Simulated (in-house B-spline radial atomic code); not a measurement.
**The rhodium ion Rh⁹⁺: [Ne] 3s2 (3p1/2)2 (3p3/2)3 3d10 4s2 4p6 4d1 (with a hole in an inner shell)**

Method: Dirac-Hartree-Fock, average of the jj configuration, Fermi nucleus of rms radius 4.4945 fm. Calculated with a radial B-spline atomic code at the basis-set limit.

Screening seen three ways: the hydrogenic charge with the same mean radius, Z_r = [3n² - l(l+1)]/(2<r>), the one with the same energy, Z_e = n√(-2ε), and Slater's rules. Values are occupation-weighted means over j. An effective charge above Z reflects the relativistic contraction of the inner shells.

```json
{"shell": "1s", "electrons": "2", "ε (eV)": "-23565", "<r> (bohr)": "0.03262", "Z_r": "45.99", "Z_e": "41.62", "Slater": "44.70"}
{"shell": "2s", "electrons": "2", "ε (eV)": "-3667.7", "<r> (bohr)": "0.1412", "Z_r": "42.50", "Z_e": "32.84", "Slater": "40.85"}
{"shell": "2p", "electrons": "6", "ε (eV)": "-3303.4", "<r> (bohr)": "0.1236", "Z_r": "40.46", "Z_e": "31.16", "Slater": "40.85"}
{"shell": "3s", "electrons": "2", "ε (eV)": "-837.21", "<r> (bohr)": "0.3849", "Z_r": "35.07", "Z_e": "23.53", "Slater": "34.10"}
{"shell": "3p", "electrons": "5", "ε (eV)": "-719.92", "<r> (bohr)": "0.385", "Z_r": "32.47", "Z_e": "21.82", "Slater": "34.10"}
{"shell": "3d", "electrons": "10", "ε (eV)": "-519.82", "<r> (bohr)": "0.3628", "Z_r": "28.94", "Z_e": "18.54", "Slater": "24.85"}
{"shell": "4s", "electrons": "2", "ε (eV)": "-258.24", "<r> (bohr)": "0.9108", "Z_r": "26.35", "Z_e": "17.43", "Slater": "18.10"}
{"shell": "4p", "electrons": "6", "ε (eV)": "-215.46", "<r> (bohr)": "0.9645", "Z_r": "23.85", "Z_e": "15.92", "Slater": "18.10"}
{"shell": "4d", "electrons": "1", "ε (eV)": "-159.47", "<r> (bohr)": "1.079", "Z_r": "19.46", "Z_e": "13.69", "Slater": "10.00"}
```

The least bound orbital is 4d5/2 at -159.1 eV, and it is also the most diffuse (<r> = 1.082 bohr). The part-filled 3p shell lies below the filled 4p shell in orbital energy.

For the 1s electron the small component carries 2.71 % of the norm, the zero-frequency Breit interaction raises the level by 48.25 eV, self-energy by 26.76 eV, and vacuum polarisation lowers it by 3.25 eV.
